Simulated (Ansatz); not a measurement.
Geometry optimisation, RKS PBE-D4/def2-TZVP in Ansatz 0.2.0.

The input (input.yaml):

```yaml
crystal:
  periodic: [false, false, false]
  atoms:
    - { symbol: Ga, position_ang: [0.0, 0.0, 0.0] }
    - { symbol: "N", position_ang: [1.3882, 0.0, 1.6155] }
    - { symbol: H, position_ang: [0.5112, -0.2713, 2.1455] }
    - { symbol: H, position_ang: [2.2651, 0.2713, 2.1455] }
    - { symbol: H, position_ang: [1.7585, 0.0, 0.2012] }
    - { symbol: Cl, position_ang: [-1.9398, 0.0, -1.12] }
basis:
  gaussian: { orbitals: def2-TZVP }
hamiltonian:
  xc: pbe
  dispersion: d4
relax:
  f_tol: 0.15
  max_steps: 25
  restrain:
    - { distance: [1, 4], at: 2.26, k: 30.0 }
    - { distance: [0, 1], at: 1.93, k: 30.0 }
    - { distance: [0, 4], at: 1.57, k: 30.0 }
```

Command:

```bash
$ ansatz run input.yaml --threads 4 --pin off --max-ram 5120MiB --backend cpu --events-out ev --progress --plain --runs-dir out
```

Problem. Where does it end, and by what steps?

Solution. The run converged. The restraints hold the end off the free minimum; the threshold counts their pulls, which the force column leaves out. Restrained pairs: N2–H5 (1.46 → 2.32 Å), Ga1–N2 (2.13 → 1.88 Å), Ga1–H5 (1.77 → 1.55 Å). After 7 steps the energy has fallen by 3.407 eV (the restraints' own energy left out); H5 moved furthest, 0.61 Å.

| step | energy less start (eV) | largest force component (eV/Å) | accepted |
| --- | --- | --- | --- |
| 0 | 0.0000 | 2.915 | yes |
| 1 | 0.1022 | 1.874 | yes |
| 2 | -0.6649 | 3.529 | yes |
| 3 | -2.0871 | 2.231 | yes |
| 4 | -2.9147 | 1.977 | yes |
| 5 | -3.3533 | 2.042 | yes |
| 6 | -3.4295 | 1.346 | yes |
| 7 | -3.4067 | 1.371 | yes |

```xyz
6
Properties=species:S:1:pos:R:3
Ga 0.360 0.075 -0.025
N 0.974 -0.141 1.736
H 0.473 -0.171 2.622
H 1.930 0.187 1.851
H 1.863 0.079 -0.394
Cl -1.617 -0.029 -0.803
```

The run took 15 s on 4 threads of Intel(R) Xeon(R) Platinum 8175M CPU @ 2.50GHz (Skylake/Cascade Lake), on a shared host, peak memory 0.18 GiB.
